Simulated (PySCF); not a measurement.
Gas-phase reaction: 2 C2F6 → 2 CF4 + C2F4

Method: PySCF energies plus ideal-gas RRHO corrections (1 bar). † marks an energy on the PBE0/def2-TZVP geometry and frequencies; other levels use their own. CCSD(T) freezes the core. All species are closed-shell singlets. CCSD(T) isn't extrapolated to the basis-set limit.

CCSD(T)/def2-SVP† gives ΔH°(298 K) = 150 kJ.

Q: What do PBE0/def2-TZVP, PBE/def2-SVP, PBE0/def2-SVP† give?

A: PBE0/def2-TZVP: 136 kJ; PBE/def2-SVP: 136 kJ; PBE0/def2-SVP†: 148 kJ. For scale, ΔH°(298 K) is 150 kJ at this level, 151 kJ at ωB97M-V/def2-TZVP†, and runs from 28 to 164 kJ over the 19 levels computed.
